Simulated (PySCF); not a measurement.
## Energy of Re²⁺ (rhenium, charge +2) between two integer charges

The 5d alpha orbital of [Xe] 4f14 5d5 is emptied in steps (occupation f), with all orbitals relaxed, ending at [Xe] 4f14 5d4. Calculation: PySCF 2.14, in def2-SVP with the def2 core potential (60 electrons) (6s3p2d1f, 32 functions); scalar relativity through the core potential. The exact energy is a straight line in f; departures are measured from the line between the end points of the same method.

| f | BLYP (eV) |
| --- | --- |
| 1 | 0.000 |
| 0.75 | -1.090 |
| 0.5 | -1.463 |
| 0.25 | -1.104 |
| 0 | 0.000 |

```
method  E(f=0) − E(f=1) (eV)  −ε at f=1 (eV)  −ε at f=0.5 (eV)
  BLYP                28.063          22.296            28.026
```

Orbital energy along the path (eV):

```csv
f,BLYP
1,-22.296
0.75,-25.124
0.5,-28.026
0.25,-30.983
0,-33.975
```

Reference removal energy between the ground levels: 27 ± 1.6 eV (theoretical estimate listed by NIST; NIST Atomic Spectra Database, ionization energies). The calculation has no spin-orbit coupling. The determinant left behind need not be the lowest term of the ion.
